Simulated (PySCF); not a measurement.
Dipole response of Rh(2+) (rhodium, charge +2)

[Kr] 4d7, high-spin 4F determinant. Computed with PySCF 2.14 in aug-cc-pwCVTZ-DK (11s10p8d4f3g, 136 functions), with the spin-free X2C one-electron Hamiltonian (Gaussian nucleus). Coupled (time-dependent) response in atomic units; α is the mean over directions.

| method | mean α (bohr³) | C₆ (like pair) | S(−4) |
| --- | --- | --- | --- |
| BP86 | 7.712 | 41.42 | 16.49 |

S(−4) is the Cauchy moment in α(ω) = α(0) + S(−4) ω² + …

Spin-orbit coupling is absent.

α(iu) at BP86:

```csv
u (hartree),α(iu) (bohr³)
0,7.712
0.0500,7.671
0.100,7.553
0.200,7.139
0.300,6.598
0.500,5.502
0.750,4.392
1.00,3.563
1.50,2.453
2.00,1.775
3.00,1.037
5.00,0.4727
```

For an ion, C₆ is the dispersion term alone; charge-induced terms of lower order in 1/R come first.
